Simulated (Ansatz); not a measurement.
`C[SiH2]SS`, 10 atoms. The species carries charge 0 and has multiplicity 1. All runs use 2 threads of an Arm Neoverse V1 on a shared host. Correlated methods freeze the cores.

Q: Give the basis size and wall time and peak host memory of each of these runs in Ansatz. RKS PBE0-D4/def2-TZVPP energy; RKS SPW92 (LDA)/def2-TZVPP energy; RKS PBE0-D4/def2-TZVP frequencies; RKS ωB97M-V/def2-SVP energy; RKS PBE0-D4/def2-QZVPP energy; direct RPA on PBE orbitals/def2-TZVPP energy; RHF-MP2/def2-QZVPP energy; RKS HSE06 (plane-wave form)-D4/def2-TZVPP energy; RKS PBE0-D4/def2-TZVP relaxation (7 steps); RHF-CCSD(T)/def2-SVP energy; RKS PBE0-D4/def2-SVP energy; RKS ωB97M-V/def2-TZVPP energy and forces. (An estimate is asked.)

A: Ansatz gave: Other jobs shared the machine, so times are rough.

| level | job | functions | wall time | peak host memory (GiB) |
| --- | --- | --- | --- | --- |
| RKS PBE0-D4/def2-SVP | energy | 98 | 1.8 s | 0.51 |
| RKS SPW92 (LDA)/def2-TZVPP | energy | 241 | 2.1 s | 0.32 |
| RHF-CCSD(T)/def2-SVP | energy | 98 | 4.7 s | 0.51 |
| RKS PBE0-D4/def2-TZVPP | energy | 241 | 6 s | 0.63 |
| RKS HSE06 (plane-wave form)-D4/def2-TZVPP | energy | 241 | 6.5 s | 0.66 |
| direct RPA on PBE orbitals/def2-TZVPP | energy | 241 | 8 s | 0.51 |
| RKS ωB97M-V/def2-SVP | energy | 98 | 8.5 s | 0.51 |
| RKS PBE0-D4/def2-QZVPP | energy | 447 | 17 s | 1.5 |
| RKS ωB97M-V/def2-TZVPP | energy and forces | 241 | 21 s | 0.88 |
| RHF-MP2/def2-QZVPP | energy | 447 | 39 s | 2.4 |
| RKS PBE0-D4/def2-TZVP | relaxation (7 steps) | 178 | 41 s | 0.45 |
| RKS PBE0-D4/def2-TZVP | frequencies | 178 | 3.6 min | 0.51 |
